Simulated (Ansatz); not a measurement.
A cut through the energy surface

GeHClO (SMILES [OH][Ge][Cl]), closed shell, at its PBE0-D4/def2-TZVP minimum:

```
4
angstrom
O -0.8609 0.5768 -0.4738
Ge -0.6039 -0.6223 0.8047
Cl 1.5854 -0.8602 0.5943
H -0.0650 0.8456 -0.9455
```

The angle O1–Ge2–Cl3 (98.5° at the minimum) is set to the values below, O1, with anything bonded beyond it, turning rigidly in the plane of the angle. Each method's energies count from its own value at the PBE0-D4 minimum structure. Ansatz 0.2.0; basis: def2-TZVPP; cores frozen in the correlated methods. Filled d shells of the heavier atoms are correlated. The def2 sets are not built for correlating such inner shells, so the correlated values are less sure here. B3LYP uses VWN-RPA correlation.

```csv
angle (°),CCSD(T) (kJ/mol),B3LYP-D4 (kJ/mol),r2SCAN-D4 (kJ/mol),PBE-D4 (kJ/mol)
68.5,176.1,176.2,174.3,168.3
76.0,76.4,77.1,75.9,73.8
83.5,?,28.4,27.5,27.4
91.0,?,6.4,5.9,6.3
98.5,0.0,0.0,0.0,0.0
106.0,4.4,4.0,4.5,3.4
113.5,16.6,15.5,16.6,13.9
121.0,?,32.9,34.6,30.0
128.5,58.6,55.1,57.5,50.6
```

(1) Fill in the withheld CCSD(T) values. (Judge from chemistry; the value comes from the calculation.)

The T1 diagnostic stays at or below 0.016.

## Answers

(1) The calculation gives: 27.8 kJ/mol at 83.5°; 6.0 kJ/mol at 91.0°; 35.0 kJ/mol at 121.0°. These count from the CCSD(T) energy at the PBE0-D4 minimum.

Minimum and curvature along this coordinate at CCSD(T): A fifth-order fit through the nearest points gives 98.7°, with a curvature of about 1.8 meV/deg².

Largest difference from the CCSD(T) curve over the scan: PBE0-D4 6.4; wB97M-V 4.3; HF 21.5; MP2 2.2 kJ/mol. Each curve counts from its own value at the minimum.

For scale, one of the runs: CCSD(T)/def2-TZVPP, 135 basis functions (an equivalent command: `ansatz run in.yaml --threads 2`). Time: 18 s of wall clock on 2 CPU threads; the host was shared. Peak host memory: 0.74 GiB.
